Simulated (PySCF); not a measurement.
C2H7FO2Si, SMILES F[Si@@H]([C@H](O)C)O. Atoms are numbered in the order given.

```xyz
13

C     -1.9496     1.0442     0.1414
C     -0.9029     0.0449     0.5898
O     -1.4698    -1.2559     0.5107
Si     0.6363     0.0579    -0.4826
O      1.5757     1.3559    -0.0862
F      1.4131    -1.3303    -0.1034
H     -2.8508     0.9532     0.7671
H     -2.2492     0.8609    -0.9024
H     -1.5698     2.0738     0.2229
H     -0.6080     0.2892     1.6324
H     -0.7901    -1.8925     0.7617
H      0.3698    -0.0149    -1.9446
H      2.3398     1.5583    -0.6331
```

The structure is a stationary point at PBE0-D3(BJ)/def2-SVP. The structure was generated by enumeration; whether it is a known compound was not checked. One conformer was computed; it need not be the lowest.

Two levels are set side by side: PBE/pcSseg-1 (PySCF) and PBE0/pcSseg-1 (PySCF). GIAO shifts against CFCl3 (¹⁹F), H2O (¹⁷O), TMS (²⁹Si), TMS (¹H), TMS (¹³C) at the same level; non-relativistic, no solvent, atoms listed together averaged. Differences are taken from unrounded values.

| quantity | PBE0 |
|---|---|
| δ(¹³C) of C1 (ppm) | 18.5 |
| δ(¹³C) of C2 (ppm) | 59.6 |
| δ(¹⁷O) of O3 (ppm) | 20.8 |
| δ(²⁹Si) of Si4 (ppm) | -9.6 |
| δ(¹⁷O) of O5 (ppm) | 60.3 |
| δ(¹⁹F) of F6 (ppm) | -168.6 |
| δ(¹H) of H10 (ppm) | 3.73 |
| δ(¹H) of H11 (ppm) | 0.90 |
| δ(¹H) of H12 (ppm) | 4.99 |
| δ(¹H) of H13 (ppm) | 2.67 |

Task: What does PBE give, and how far is it from PBE0? (The exact figures need the calculation; the answer reports its results.)

Result: 
| quantity | PBE | PBE minus PBE0 |
|---|---|---|
| δ(¹³C) of C1 (ppm) | 19.0 | 0.5 |
| δ(¹³C) of C2 (ppm) | 63.7 | 4.1 |
| δ(¹⁷O) of O3 (ppm) | 32.5 | 11.6 |
| δ(²⁹Si) of Si4 (ppm) | -10.3 | -0.6 |
| δ(¹⁷O) of O5 (ppm) | 70.3 | 10.0 |
| δ(¹⁹F) of F6 (ppm) | -184.5 | -15.9 |
| δ(¹H) of H10 (ppm) | 3.95 | 0.22 |
| δ(¹H) of H11 (ppm) | 0.84 | -0.06 |
| δ(¹H) of H12 (ppm) | 5.19 | 0.20 |
| δ(¹H) of H13 (ppm) | 2.60 | -0.06 |

Rough cost on one machine, each run with all the roots and properties that it gave: PBE0 against PBE within a factor of 2.
